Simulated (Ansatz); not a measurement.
A structure relaxed at r2SCAN-D4/def2-TZVP in Ansatz, charge 0, singlet:

| atom | x (Å) | y (Å) | z (Å) |
| --- | --- | --- | --- |
| Al1 | -0.3239 | -0.4942 | -0.4929 |
| Al2 | 1.6508 | -0.1838 | 0.9867 |
| Li3 | 1.7380 | 0.9525 | -1.4192 |
| Li4 | -0.2071 | 1.7831 | 1.0196 |
| Li5 | -0.4996 | -1.2424 | 2.1012 |
| Li6 | -2.3583 | -0.8152 | -2.1955 |

Question: Give its formula.

Answer: Li4Al2.

Question: Summarise the bond lengths by kind (pairs closer than 1.2 times the sum of covalent radii, bridged metal pairs left out).

Answer: 7 × Al–Li 2.64 to 2.74 Å; 1 × Al–Al 2.49 Å.

The restricted singlet is unstable towards broken spin symmetry in Hartree–Fock (as tested in another run); at r2SCAN-D4/def2-TZVP this wasn't settled. The structure comes from a short search, and lower isomers may exist.
